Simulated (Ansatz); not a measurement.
CH₇FSi₂ (`C[SiH2][SiH2]F`). Charge 0, multiplicity 1. The structure was optimised at the PBE0-D4/def2-TZVP level. It is one conformer, not always the lowest.

```xyz
11

C     0.856   -0.298   -1.484
Si    0.598   -0.531    0.361
Si   -1.267    0.701    1.071
F    -1.495    0.513    2.652
H    -0.015   -0.640   -2.047
H     1.027    0.753   -1.726
H     1.723   -0.869   -1.823
H     1.797   -0.072    1.117
H     0.378   -1.969    0.680
H    -1.091    2.156    0.815
H    -2.510    0.257    0.384
```

Problem. What is the dipole moment at PBE/def2-TZVPP? (An estimate is asked.)

Solution. Ansatz gave: 2.14 D, with components (0.66, -0.03, -2.04) D in this frame, pointing from negative to positive charge.

Problem. And with r2SCAN, B3LYP, ωB97M-V? (An estimate is asked.)

Solution. Computed: r2SCAN 2.18 D, B3LYP 2.18 D, ωB97M-V 2.16 D.

Problem. Give the Mulliken charges with PBE, ωB97M-V, B3LYP in def2-TZVPP. (Estimate.)

Solution. The calculation gave: 
```csv
atom,PBE,ωB97M-V,B3LYP
C1,-0.37,-0.45,-0.39
Si2,0.14,0.13,0.21
Si3,0.44,0.41,0.50
F4,-0.29,-0.32,-0.33
H5,0.11,0.13,0.11
H6,0.11,0.13,0.11
H7,0.12,0.13,0.11
H8,-0.05,-0.03,-0.07
H9,-0.05,-0.03,-0.07
H10,-0.08,-0.05,-0.09
H11,-0.08,-0.05,-0.09
```

B3LYP here is the variant with VWN-RPA as its local correlation; programs differ in this.
